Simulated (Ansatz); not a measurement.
`CO[SiH](F)C#N` at its PBE0-D4/def2-TZVP geometry, where that method's forces vanish. Charge 0, multiplicity 1.

| atom | x (Å) | y (Å) | z (Å) |
| --- | --- | --- | --- |
| C1 | -0.356 | 0.742 | 1.343 |
| O2 | 0.682 | 0.663 | 0.380 |
| Si3 | 0.622 | -0.003 | -1.080 |
| F4 | -0.318 | 0.791 | -2.079 |
| C5 | -0.147 | -1.683 | -0.938 |
| N6 | -0.607 | -2.730 | -0.806 |
| H7 | 0.096 | 1.003 | 2.299 |
| H8 | -0.874 | -0.216 | 1.444 |
| H9 | -1.077 | 1.514 | 1.065 |
| H10 | 1.978 | -0.081 | -1.630 |

Problem. For each bond, give half the difference of the two atoms' forces along it (eV/Å; positive pushes the atoms apart) under PBE-D4, r2SCAN-D4, B3LYP-D4, ωB97M-V in def2-TZVPP. (An estimate is asked.)

Solution. Computed: 
| bond | length (Å) | PBE-D4 | r2SCAN-D4 | B3LYP-D4 | ωB97M-V |
| --- | --- | --- | --- | --- | --- |
| C1–O2 | 1.418 | 0.19 | 0.30 | 0.31 | 0.26 |
| C1–H7 | 1.089 | 0.09 | -0.06 | -0.12 | -0.10 |
| C1–H8 | 1.094 | 0.07 | -0.07 | -0.09 | -0.10 |
| C1–H9 | 1.092 | 0.08 | -0.06 | -0.09 | -0.11 |
| O2–Si3 | 1.606 | 0.28 | -0.02 | 0.01 | -0.02 |
| Si3–F4 | 1.585 | 0.51 | 0.06 | 0.21 | 0.15 |
| Si3–C5 | 1.853 | -0.88 | -0.33 | -0.01 | 0.21 |
| Si3–H10 | 1.465 | -0.03 | -0.04 | -0.19 | -0.26 |
| C5–N6 | 1.151 | 1.51 | 0.57 | 0.03 | -0.25 |

B3LYP here is the variant with VWN-RPA as its local correlation; programs differ in this.
